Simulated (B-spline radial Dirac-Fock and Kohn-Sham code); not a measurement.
These are calculated numbers from a radial B-spline solver; the model is Dirac-Fock ΔSCF + Breit + QED. Electron correlation is not included.

Q: An atom or ion in its tabulated ground configuration has these computed binding energies (the last is its least bound level). Which is it?

| level | binding energy (eV) |
| --- | --- |
| 3p1/2 | 3095.1 |
| 4s | 794.8 |
| 4d3/2 | 397.6 |
| 4d5/2 | 380.7 |
| 4f7/2 | 132.6 |
| 5p1/2 | 128.3 |
| 5d | 58.64 |

A: Pt⁴⁺: Z = 78 with 74 electrons, [Xe] 4f14 5d6.
